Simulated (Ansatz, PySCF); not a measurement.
This PySCF input computes a CCSD(T)/cc-pVDZ energy:

```python
from pyscf import gto, scf, mp, cc as ccmod

mol = gto.M(
    atom='''
    C     1.49375860    0.93590360    0.61655776
    C     0.54448626    0.25735295    0.32958994
    C    -0.58743394   -0.59110517    0.03664527
    O    -1.28222454   -0.47303958   -0.94259566
    H     2.33101412    1.54736477    0.85341856
    H    -0.77808336   -1.37595642    0.79058889
    ''',
    basis='cc-pvdz',
    charge=0,
    spin=0,
    verbose=4,
)

mf = scf.RHF(mol)
mf.conv_tol = 1e-10
mf.max_cycle = 100
mf.kernel()
mp2 = mp.MP2(mf, frozen=4).run()
cc = ccmod.CCSD(mf, frozen=4)
cc.max_cycle = 100
cc.kernel()
et = cc.ccsd_t()
print(f'E(CCSD(T)) = {cc.e_tot + et:.9f}')
```

Write an input for the same energy in Ansatz (a program for electronic structure) and say what it gives.


Ansatz 0.2 input:
```yaml
crystal:
  periodic: [false, false, false]
  atoms:
    - {symbol: C, position_ang: [1.49375860, 0.93590360, 0.61655776]}
    - {symbol: C, position_ang: [0.54448626, 0.25735295, 0.32958994]}
    - {symbol: C, position_ang: [-0.58743394, -0.59110517, 0.03664527]}
    - {symbol: O, position_ang: [-1.28222454, -0.47303958, -0.94259566]}
    - {symbol: H, position_ang: [2.33101412, 1.54736477, 0.85341856]}
    - {symbol: H, position_ang: [-0.77808336, -1.37595642, 0.79058889]}
basis:
  gaussian:
    orbitals: cc-pVDZ
magnetization: {spin_polarized: false}
correlation: {method: ccsd_t, electrons: outside_noble_gas}
```
It gives -190.15322 Eh, and PySCF -190.15322 Eh, a difference of 0.00 mEh.
